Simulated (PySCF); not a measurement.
Isomers of C2H2N2O. Gas-phase values, no solvent. One relaxed conformer stands for each flexible species; it need not be the lowest. Strings in code marks are SMILES.

Calculation: PBE-D3(BJ)/def2-TZVP in PySCF. Excitations are Tamm–Dancoff values on a coarser integration grid. The basis has no diffuse functions, so Rydberg states are missing or too high.

```tsv
species	T1 excitation (TDA) (eV)	S1–T1 gap (TDA) (eV)	HOMO–LUMO gap (eV)	LUMO (eV)	S1 oscillator strength
`N#C/N=C/O`	3.84	0.71	4.42	-2.73	0.000
`N#C/N=C\O`	3.95	0.75	4.54	-2.82	0.002
`N#CNC=O`	4.55	0.55	(withheld)	-2.29	(withheld)
`[H]/N=C/OC#N`	4.84	1.07	(withheld)	(withheld)	0.089
`N=C=NC=O`	3.63	(withheld)	3.90	(withheld)	0.001
```

Problem. What belongs in the gaps?

Solution. 
- `N#CNC=O`, HOMO–LUMO gap (eV): 4.89
- `N#CNC=O`, S1 oscillator strength: 0.001
- `[H]/N=C/OC#N`, HOMO–LUMO gap (eV): 5.27
- `[H]/N=C/OC#N`, LUMO (eV): -2.22
- `N=C=NC=O`, S1–T1 gap (TDA) (eV): 0.43
- `N=C=NC=O`, LUMO (eV): -2.64
